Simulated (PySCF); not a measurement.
Si(Et)(NH2)3, SMILES CC[Si](N)(N)N (C₂H₁₁N₃Si) (GFN2-xTB optimised geometry):

```
17

C     -0.405    -1.208     2.873
C     -0.861    -1.921     1.606
Si    -0.259    -1.091     0.000
N      1.469    -1.091     0.000
N     -0.628    -1.927    -1.480
N     -0.959     0.498     0.000
H      0.680    -1.224     2.945
H     -0.729    -0.170     2.862
H     -0.812    -1.689     3.762
H     -0.508    -2.953     1.637
H     -1.951    -1.971     1.604
H      1.923    -0.838    -0.863
H      1.926    -0.626     0.767
H     -0.103    -2.764    -1.673
H     -1.599    -2.089    -1.694
H     -1.926     0.597     0.263
H     -0.766     1.091    -0.792
```

Computed with PBE0/def2-SVP run with PySCF.

Q: What are the frontier orbital energies and the dipole moment?

A: HOMO-2 -7.21 eV, HOMO-1 -6.88 eV, HOMO -6.62 eV, LUMO 1.51 eV, LUMO+1 2.30 eV; dipole moment 1.10 D.

On the same geometry PBE/def2-SVP in PySCF 2.14.0 gives HOMO-2 -5.62 eV, HOMO-1 -5.37 eV, HOMO -5.07 eV, LUMO 0.64 eV, LUMO+1 1.41 eV; dipole moment 1.09 D.

Meta-Löwdin charges at PBE0/def2-SVP: C1 -0.29, C2 -0.44, Si3 1.11, N4 -0.70, N5 -0.71, N6 -0.71, H7 0.09, H8 0.10, H9 0.09, H10 0.10, H11 0.09, H12 0.21, H13 0.21, H14 0.21, H15 0.21, H16 0.21, H17 0.21.
